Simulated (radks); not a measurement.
The numbers below are computed, except where a source is named.
Question: Level of theory: scalar-relativistic Kohn-Sham, LB94 model potential, spin-unpolarised, spherical densities, finite nucleus; Fermi nuclear charge, rms radius of each element as measured or else 0.836 A^(1/3) + 0.57 fm (a radial shooting solver on a logarithmic mesh with Libxc functionals). Response by self-consistent Sternheimer equations with the Hartree and adiabatic LDA kernel, the relativistic mass of each level held fixed and spin-orbit coupling left out. Rank Mg8+, B+, Be, Ne6+, N3+, F5+, O4+, C2+ (NIST ground configurations) by static dipole polarisability, largest first.

Answer: Be 42.85, B+ 10.92, C2+ 4.347, N3+ 2.160, O4+ 1.227, F5+ 0.7628, Ne6+ 0.5058, Mg8+ 0.2547 bohr^3.
